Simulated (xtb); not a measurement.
C₂H₃O (SMILES [CH2-]C=O), charge -1, singlet, from a rough starting geometry; xtb with GFN2-xTB.

Input for xtb:
```
$ xtb mol.xyz --gfn 2 --chrg -1 --opt vtight --json

# file mol.xyz
6

O      1.75187771     0.27403307     0.04915722
C      0.58201601     0.41842423     0.03585545
H      0.06299058     1.36496619     0.02498187
C     -0.31783735    -0.75149307     0.04810263
H     -1.01563698    -0.67530376     0.87607526
H     -1.00274775    -0.73369456    -0.88301277
```

What the program printed (banner, timings and long lists left out):

```
   ID    Z sym.   atoms
    1    8 O      1
    2    6 C      2, 4
    3    1 H      3, 5, 6

           -------------------------------------------------
          |                Calculation Setup                |
           -------------------------------------------------

           -------------------------------------------------
          |                 G F N 2 - x T B                 |
           -------------------------------------------------

          ...................................................
          :                      SETUP                      :
          :.................................................:
          :  # basis functions                  15          :
          :  # atomic orbitals                  15          :
          :  # shells                            9          :
          :  # electrons                        18          :
          :  max. iterations                   250          :
          :  Hamiltonian                  GFN2-xTB          :
          :  restarted?                      false          :
          :  GBSA solvation                  false          :
          :  PC potential                    false          :
          :  electronic temp.          300.0000000     K    :
          :  accuracy                    1.0000000          :
          :  -> integral cutoff          0.2500000E+02      :
          :  -> integral neglect         0.1000000E-07      :
          :  -> SCF convergence          0.1000000E-05 Eh   :
          :  -> wf. convergence          0.1000000E-03 e    :
          :  Broyden damping             0.4000000          :
          :  net charge                         -1          :
          :  unpaired electrons                  0          :
          ...................................................

 iter      E             dE          RMSdq      gap      omega  full diag
   1     -9.9492028 -0.994920E+01  0.671E+00    3.70       0.0  T
   2    -10.0357672 -0.865644E-01  0.348E+00    0.63       1.0  T
   3    -10.0430895 -0.732236E-02  0.235E+00    0.65       1.0  T
   4    -10.0446761 -0.158662E-02  0.402E-01    0.28       1.0  T
   5    -10.0451506 -0.474488E-03  0.237E-01    0.58       1.0  T
   6    -10.0453031 -0.152458E-03  0.653E-02    0.42       1.0  T
   7    -10.0453132 -0.101497E-04  0.291E-02    0.46       1.4  T
   8    -10.0453134 -0.127559E-06  0.461E-03    0.46       8.9  T
   9    -10.0453134 -0.450683E-07  0.166E-03    0.45      24.6  T
  10    -10.0453134 -0.241949E-08  0.286E-04    0.45     142.6  T
  11    -10.0453134 -0.323372E-09  0.720E-05    0.45     567.0  T

   *** convergence criteria satisfied after 11 iterations ***

         :::::::::::::::::::::::::::::::::::::::::::::::::::::
         ::                     SUMMARY                     ::
         :::::::::::::::::::::::::::::::::::::::::::::::::::::
         :: total energy              -9.934009758461 Eh    ::
         :: gradient norm              0.142888916094 Eh/a0 ::
         :: HOMO-LUMO gap              0.453923409719 eV    ::
         ::.................................................::
         :: SCC energy               -10.045313340705 Eh    ::
         :: -> isotropic ES            0.167560627595 Eh    ::
         :: -> anisotropic ES          0.005423385172 Eh    ::
         :: -> anisotropic XC          0.001412495570 Eh    ::
         :: -> dispersion             -0.002855279613 Eh    ::
         :: repulsion energy           0.111303582244 Eh    ::
         :: add. restraining           0.000000000000 Eh    ::
         :: total charge              -1.000000000000 e     ::
         :::::::::::::::::::::::::::::::::::::::::::::::::::::

      -----------------------------------------------------------
     |                   =====================                   |
     |                        A N C O P T                        |
     |                   =====================                   |
[...]
 * total energy  :   -10.0211321 Eh     change       -0.1491723E-03 Eh
 * total energy  :   -10.0211966 Eh     change       -0.6448489E-04 Eh
 * total energy  :   -10.0212465 Eh     change       -0.4997254E-04 Eh
 * total energy  :   -10.0212761 Eh     change       -0.2960951E-04 Eh
 * total energy  :   -10.0212866 Eh     change       -0.1044136E-04 Eh
 * total energy  :   -10.0212928 Eh     change       -0.6255400E-05 Eh
 * total energy  :   -10.0212977 Eh     change       -0.4885919E-05 Eh
 * total energy  :   -10.0212997 Eh     change       -0.1955165E-05 Eh
 * total energy  :   -10.0213002 Eh     change       -0.5230353E-06 Eh
 * total energy  :   -10.0213001 Eh     change        0.1094124E-06 Eh
 * total energy  :   -10.0213002 Eh     change       -0.1285514E-06 Eh
 * total energy  :   -10.0213002 Eh     change       -0.3087992E-08 Eh
   *** GEOMETRY OPTIMIZATION CONVERGED AFTER 24 ITERATIONS ***
         :: total energy             -10.021300232441 Eh    ::
[...]
         :::::::::::::::::::::::::::::::::::::::::::::::::::::

           -------------------------------------------------
          |                Property Printout                |
           -------------------------------------------------

    * Orbital Energies and Occupations

         #    Occupation            Energy/Eh            Energy/eV
      -------------------------------------------------------------
         1        2.0000           -0.4082947             -11.1103
         2        2.0000           -0.3577237              -9.7342
         3        2.0000           -0.3129503              -8.5158
         4        2.0000           -0.2754811              -7.4962
         5        2.0000           -0.2396143              -6.5202
         6        2.0000           -0.2251534              -6.1267
         7        2.0000           -0.2168818              -5.9017
         8        2.0000           -0.1201364              -3.2691
         9        2.0000           -0.0995617              -2.7092 (HOMO)
        10                          0.0780658               2.1243 (LUMO)
        11                          0.3284940               8.9388
        12                          0.3696809              10.0595
        13                          0.4912356              13.3672
        14                          0.6841896              18.6177
        15                          0.8554453              23.2779
      -------------------------------------------------------------
                  HL-Gap            0.1776275 Eh            4.8335 eV
             Fermi-level           -0.0107480 Eh           -0.2925 eV

     #   Z          covCN         q      C6AA      α(0)
     1   8 O        0.856    -0.654    27.492     7.030
     2   6 C        2.751     0.164    24.436     8.094
     3   1 H        0.915    -0.143     7.332     4.235
     4   6 C        2.832    -0.217    33.768     9.523
     5   1 H        0.925    -0.087     5.127     3.541
     6   1 H        0.925    -0.064     4.441     3.296

 Mol. C6AA /au·bohr⁶  :        529.244787
 Mol. C8AA /au·bohr⁸  :      11170.022204
 Mol. α(0) /au        :         35.718361

Wiberg/Mayer (AO) data.
largest (>0.10) Wiberg bond orders for each atom

 ---------------------------------------------------------------------------
     #   Z sym  total        # sym  WBO       # sym  WBO       # sym  WBO
 ---------------------------------------------------------------------------
     1   8 O    1.742 --     2 C    1.428     4 C    0.250
     2   6 C    3.968 --     4 C    1.628     1 O    1.428     3 H    0.909
     3   1 H    0.980 --     2 C    0.909
     4   6 C    3.837 --     2 C    1.628     6 H    0.977     5 H    0.977
                             1 O    0.250
     5   1 H    0.992 --     4 C    0.977
     6   1 H    0.996 --     4 C    0.977
 ---------------------------------------------------------------------------

Topologies differ in total number of bonds
Writing topology from bond orders to xtbtopo.mol

molecular dipole:
                 x           y           z       tot (Debye)
 q only:       -1.455      -0.262       0.459
   full:       -1.725      -0.236       0.607       4.687
molecular quadrupole (traceless):
                xx          xy          yy          xz          yz          zz
 q only:       -5.719      -2.920       2.390       3.130      -0.245       3.328
  q+dip:       -6.773      -2.554       3.608       3.547       0.744       3.165
   full:       -6.813      -2.875       3.380       3.594       0.450       3.433

optimized geometry written to: xtbopt.xyz

           -------------------------------------------------
          | TOTAL ENERGY              -10.021300232441 Eh   |
          | GRADIENT NORM               0.000043154947 Eh/α |
          | HOMO-LUMO GAP               4.833490036524 eV   |
           -------------------------------------------------

normal termination of xtb
```
